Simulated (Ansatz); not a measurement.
Ansatz results at the PBE0-D4/def2-TZVP geometry: HOMO–LUMO gap (PBE0/def2-TZVPP) 8.82 eV; zero-point energy (PBE0-D4/def2-TZVP) 240.0 kJ/mol; LUMO energy (B3LYP/def2-TZVPP) 0.64 eV.

Each molecule was computed in one conformer, which needn't be the lowest.

Task: Which molecule gave them?
A. `NC(F)CO`
B. `NC[Se][SiH3]`
C. `BCOC#N`
D. `FC1N=C=N1`

Result: A. The others give `BCOC#N`: 6.25, 158.9, -2.53; `FC1N=C=N1`: 6.14, 79.2, -2.66; `NC[Se][SiH3]`: 6.48, 213.4, -0.25.

B3LYP here is the variant with VWN-RPA as its local correlation; programs differ in this.
